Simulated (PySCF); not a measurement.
Two species compared at the same levels of theory.

First species: InCl2(OH).
SMILES: `[OH][In]([Cl])[Cl]`

Second species: C5H12O.
SMILES: `COC(C)(C)C`

Levels: wB97X-D/def2-SVPD for HOMO energy, LUMO energy, HOMO–LUMO gap and static isotropic polarisability; TDDFT wB97X-D/def2-SVPD for lowest singlet excitation; TDA wB97X-D/def2-SVPD for lowest triplet excitation (Tamm–Dancoff); ΔSCF wB97X-D/def2-SVPD for vertical ionisation energy. Geometries: PBE0-D3(BJ)/def2-SVP. Each species is one conformer at its optimised geometry, gas phase (atoms past krypton carry core potentials, spin–orbit coupling is left out); the electronic structure was computed with PySCF and density fitting.

Dipoles, sizes and rotational constants follow the conformer. The torsions of the flexible species, by atom-mapped SMILES:
- `[CH3:1][O:2][C:3]([CH3:4])([CH3:5])[CH3:6]`: C1–O2–C3–C4 60°

Which has the higher HOMO–LUMO gap?

The second: 11.50 eV against 9.98 eV, a difference of 1.52 eV.

Which has the higher LUMO energy?

The second: 2.28 eV against -1.30 eV, a difference of 3.58 eV.

Which of the two has the higher HOMO energy, and by how much?

The second: -9.22 eV against -11.28 eV, a difference of 2.06 eV.

Which has the higher S1 energy?

The second: 7.45 eV against 5.19 eV, a difference of 2.26 eV.

Which of the two has the higher T1 energy, and by how much?

The second: 7.40 eV against 4.83 eV, a difference of 2.57 eV.

Which of the two has the higher static isotropic polarisability, and by how much?

The second: 67.7 au against 65.3 au, a difference of 2.4 au.

Which has the higher vertical ionisation energy?

The first: 11.72 eV against 9.48 eV, a difference of 2.24 eV.

On the first: The polarisability is 9.68 Å³ as a volume (1 au = 0.148185 Å³). In wavenumbers S1 is 41800 cm⁻¹ (1 eV = 8065.54 cm⁻¹). Atoms past krypton carry effective core potentials; spin–orbit coupling is left out.

On the second: The ΔSCF ionisation energy exceeds −ε(HOMO) by 0.26 eV with wB97X-D. The vertical singlet–triplet gap S1 − T1 is 0.05 eV (TDDFT singlet less Tamm–Dancoff triplet; S1: HOMO→LUMO, weight 0.86; T1: HOMO→LUMO, weight 0.85).
